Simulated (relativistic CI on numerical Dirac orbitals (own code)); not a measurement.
# d8 in a ligand field

Computed with a parametric ligand-field model of a d^n configuration (Racah B and C, spin-orbit zeta, crystal field), exact diagonalisation.

Field parameters in Wybourne normalisation: Oh B⁴₀ = 21Dq, B⁴₄ = √(5/14) B⁴₀; Td as Oh with Dq negative (B⁴₀ = 21Dq, B⁴₄ = √(5/14) B⁴₀). The field is a parameter set, without covalency.

Lowest levels for B = 790, C = 3100, ζ = 540 cm⁻¹, Oh, 10Dq = 15800 cm⁻¹?

T2 0 (S 1.00), E 12181 (S 0.06), T1 15676 (S 1.00), E 15738 (S 0.98), T2 15970 (S 1.00), A2 16116 (S 1.00), A1 21434 (S 0.28), T1 23114 (S 1.00), A1 23274 (S 0.87) cm⁻¹, with S from ⟨S²⟩ = S(S + 1). The ground level has 2.00 electrons in the cubic e pair.

Lowest levels for B = 840, C = 4160, ζ = 50 cm⁻¹, Td, 10Dq = -5900 cm⁻¹?

A1 0 (S 1.00), T1 36 (S 1.00), E 107 (S 1.00), T2 108 (S 1.00), T1 5119 (S 1.00), E 5119 (S 1.00), T2 5142 (S 1.00), A2 5156 (S 1.00), T2 11031 (S 1.00) cm⁻¹, with S from ⟨S²⟩ = S(S + 1). The ground level has 3.90 electrons in the cubic e pair.

Lowest levels for B = 870, C = 3100, ζ = 630 cm⁻¹, Oh, 10Dq = 8150 cm⁻¹?

T2 0 (S 1.00), E 7845 (S 0.99), T1 8026 (S 1.00), T2 8417 (S 1.00), A2 8577 (S 1.00), E 12419 (S 0.31), A1 12785 (S 1.00), T1 13296 (S 1.00), T2 14067 (S 1.00) cm⁻¹, with S from ⟨S²⟩ = S(S + 1). The ground level has 2.01 electrons in the cubic e pair.

Lowest levels for B = 870, C = 4040, ζ = 510 cm⁻¹, Oh, 10Dq = 31850 cm⁻¹?

T2 0 (S 1.00), E 14883 (S 0.00), A1 27288 (S 0.01), E 31723 (S 1.00), T1 31724 (S 1.00), T2 31989 (S 1.00), A2 32127 (S 1.00), T2 41213 (S 1.00), T1 41236 (S 1.00) cm⁻¹, with S from ⟨S²⟩ = S(S + 1). The ground level has 2.00 electrons in the cubic e pair.

Lowest levels for B = 650, C = 3050, ζ = 690 cm⁻¹, Oh, 10Dq = 4550 cm⁻¹?

T2 0 (S 1.00), E 4224 (S 0.99), T1 4437 (S 1.00), T2 4963 (S 1.00), A2 5116 (S 1.00), A1 6959 (S 1.00), T1 7617 (S 1.00), E 8338 (S 0.92), T2 8521 (S 1.00) cm⁻¹, with S from ⟨S²⟩ = S(S + 1). The ground level has 2.04 electrons in the cubic e pair.
